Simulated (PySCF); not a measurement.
## EPR parameters of C6H5N2

Compound: C6H5N2 (doublet state).
Cartesian coordinates in Å at the GFN2-xTB level; atoms count from 1:
```
atom  x, y, z in Å
C1    -2.1000    1.8907   -0.2115
C2    -1.9297    0.7060   -0.1602
C3    -1.6446   -0.7165   -0.0877
N4    -0.2876   -1.1365   -0.1108
C5     0.6867   -0.3011   -0.2571
C6     2.0021   -0.7740   -0.2529
C7     3.0872    0.0639   -0.4119
N8     3.9949    0.7647   -0.5469
H9    -2.2926    2.9215   -0.2547
H10   -2.1491   -1.2343   -0.9175
H11   -2.0839   -1.1294    0.8327
H12    0.5260    0.7752   -0.3855
H13    2.1860   -1.8297   -0.1149
```

The hyperfine couplings belong to this conformer and change with its torsions.

The species is `C#CC[N]/C=C/C#N` [radical].

Computed with UKS B3LYP, pcH-1 on C H N, non-relativistic, mean-field spin-orbit, GIAO (PySCF). Isolated species at its GFN2-xTB geometry (one conformer only). The geometry wasn't refined by DFT: couplings that depend on bond lengths, twists or pyramidal angles can differ widely from those at the functional's own minimum. The SCF solution wasn't tested for stability. ⟨S²⟩ is 0.780 where a pure state has 0.75.

```json
{
  "g1, g2, g3": "2.00217, 2.00369, 2.00531",
  "g_iso": "2.00372",
  "Form of g": "rhombic: the two nearest values differ by 48 % of g3 − g1",
  "⟨S²⟩": "0.7801 (exact 0.7500)",
  "HOMO–LUMO gap, α and β orbitals": "6.16, 3.75 eV",
  "Total energy": "-341.02467 Eh"
}
```

Isotropic coupling and dipolar principal values T1 to T3, in 10⁻⁴ cm⁻¹; ρ(0) is the spin density at the nucleus (1 × 10⁻⁴ cm⁻¹ = 2.998 MHz):

| atom | isotope | a_iso | T1 | T2 | T3 | Mulliken spin population | ρ(0) (bohr⁻³) |
| --- | --- | --- | --- | --- | --- | --- | --- |
| C1 | 13C | -0.1 | -0.3 | 0.1 | 0.2 | 0.00 | -0.0002 |
| C2 | 13C | -0.2 | -0.2 | -0.1 | 0.3 | 0.00 | -0.0005 |
| C3 | 13C | -5.9 | -0.8 | 0.3 | 0.4 | -0.03 | -0.0159 |
| N4 | 14N | 5.4 | -6.7 | -6.5 | 13.2 | 0.42 | 0.0501 |
| C5 | 13C | -15.0 | -9.2 | 3.6 | 5.6 | -0.21 | -0.0400 |
| C6 | 13C | 18.3 | -17.3 | -17.0 | 34.3 | 0.65 | 0.0488 |
| C7 | 13C | -15.9 | -5.6 | -0.3 | 5.9 | -0.17 | -0.0423 |
| N8 | 14N | 2.3 | -4.9 | -3.7 | 8.6 | 0.31 | 0.0217 |
| H9 | 1H | 0.0 | -0.2 | -0.1 | 0.3 | 0.00 | 0.0000 |
| H10 | 1H | 23.4 | -1.2 | -0.6 | 1.8 | 0.03 | 0.0157 |
| H11 | 1H | 20.9 | -1.2 | -0.7 | 1.8 | 0.03 | 0.0140 |
| H12 | 1H | 3.1 | -1.5 | -0.4 | 1.9 | 0.01 | 0.0021 |
| H13 | 1H | -14.5 | -7.0 | -0.8 | 7.8 | -0.03 | -0.0097 |

Largest spin populations (Mulliken): C6 (+0.65), N4 (+0.42), N8 (+0.31) and C5 (-0.21). Three atoms exceed +0.15. The positive populations add up to 1.44 and the negative ones to -0.44, together 2S = 1. The angles at C6 add up to 360.0°, so it is planar; its axial dipolar tensor and the negative coupling of its proton fit spin in a p orbital normal to that plane.

N4, the radical centre as drawn in `C#CC[N]/C=C/C#N`, holds a spin population of +0.42 out of 1.

Axes: g2 points within 4° of the C6–H13 bond.

Under fast tumbling the dipolar parts average out, and these isotropic splittings remain: 2 × 1H (H10/H11, I = 1/2, 3 lines) with 2.37 mT, 1 × 1H (H13, I = 1/2, 2 lines) with 1.55 mT, 1 × 14N (N4, I = 1, 3 lines) with 0.58 mT, 1 × 1H (H12, I = 1/2, 2 lines) with 0.33 mT and 1 × 14N (N8, I = 1, 3 lines) with 0.25 mT.

Class means assume fast exchange of nuclei equivalent by connectivity; if that motion is slow, each nucleus keeps its own coupling. The 1H value of +66.5 MHz is a mean of couplings from 62.8 to 70.1 MHz in this one geometry, not an average over conformers.

The 13C coupling of C6 (54.9 MHz) shows only in satellite lines or after enrichment, since that isotope makes up about 1.07 % of natural carbon.

β density exceeds α density at some nuclei, such as C7 (-0.0423), C5 (-0.0400) and C3 (-0.0159), spin density in bohr⁻³. In a single determinant that takes different orbitals for the two spins, that is spin polarisation.
